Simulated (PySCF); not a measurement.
Input of a run (PBE0-D3(BJ)/def2-SVP geometry optimisation, gas phase (PySCF 2.14.0)), started from GFN2-xTB:
```
{"job": {"xc": "PBE0", "basis": "def2-SVP", "d3": "d3bj", "grid": 1, "shake": 0.01, "kind": "geom"}, "charge": 0, "multiplicity": 1}
C      3.469390     0.261390    -1.519800
C      2.129700     0.125030    -0.948000
C      1.023650    -0.015060    -0.465870
C     -0.206320    -0.172230     0.112870
C     -0.699090    -1.459280     0.427400
C     -1.947560    -1.633600     0.997740
C     -2.749280    -0.547060     1.251920
C     -2.308430     0.734450     0.934450
C     -1.073460     0.929390     0.393230
S     -0.576970     2.575120     0.007490
H      3.613270     1.326840    -1.781220
H      3.543060    -0.324780    -2.414400
H      4.180820    -0.015470    -0.817470
H     -0.067890    -2.292930     0.245000
H     -2.285340    -2.645570     1.243270
H     -3.735390    -0.669250     1.699420
H     -2.946920     1.599150     1.130710
H      0.609210     2.235800    -0.482470
```

Output (energies in Eh, forces in Eh/bohr):
```
step   0  E = -744.99068423  max force = 0.056624
step   1  E = -744.99974706  max force = 0.012200
step   2  E = -745.00024062  max force = 0.003415
step   3  E = -745.00012407  max force = 0.004585
step   4  E = -745.00032639  max force = 0.000644
step   5  E = -745.00031902  max force = 0.001027
step   6  E = -745.00033247  max force = 0.000345
optimisation converged
```

**Question.** Summarise the run.

**Answer.** The energy falls by 6.1 kcal/mol over 7 energy and gradient evaluations, the largest force component goes from 0.0566 to 3.4e-04 Eh/bohr, and the atoms move by 0.039 Å rms after alignment. The bond that changes most is C1–H13 (propargylic carbon to methyl hydrogen), which lengthens by 0.064 Å. Bonds longer at the end by more than 0.005 Å: 7 of 18; shorter: 4. Among the angles that change most is H12–C1–H13, from 111.8° to 107.8°. The energy rose by more than 1e-6 Eh at steps 3 and 5. The first step brought 94 % of the lowering.

**Question.** What are the final bond lengths?

**Answer.** C1–C2 1.452 Å, C2≡C3 1.217 Å, C3–C4 1.427 Å, C4–C5 1.406 Å, C5–C6 1.388 Å, C6–C7 1.396 Å, C7–C8 1.390 Å, C8–C9 1.400 Å, C9–S10 1.758 Å, C4–C9 1.416 Å, C1–H11 1.101 Å, C1–H12 1.101 Å, C1–H13 1.102 Å, C5–H14 1.092 Å, C6–H15 1.092 Å, C7–H16 1.093 Å, C8–H17 1.093 Å, S10–H18 1.352 Å. Numbering counts from 1 in the input's order; the species is `CC#Cc1ccccc1S`.

The run used 184 basis functions and 51 SCF cycles in all. Time: 3.3 min wall; peak memory 0.76 GiB. Hardware: Arm Neoverse N1, one thread, shared host with 64 logical CPUs at a one-minute load of 50.

No PBE0-D3(BJ)/def2-SVP frequencies stand behind this structure, so it isn't proved a minimum. One conformer, not necessarily the lowest.

The values belong to the conformer `[CH3:1][C:2]#[C:3][c:4]1[cH:5][cH:6][cH:7][cH:8][c:9]1[SH:10]`: H–S10–C9–C8 180°.
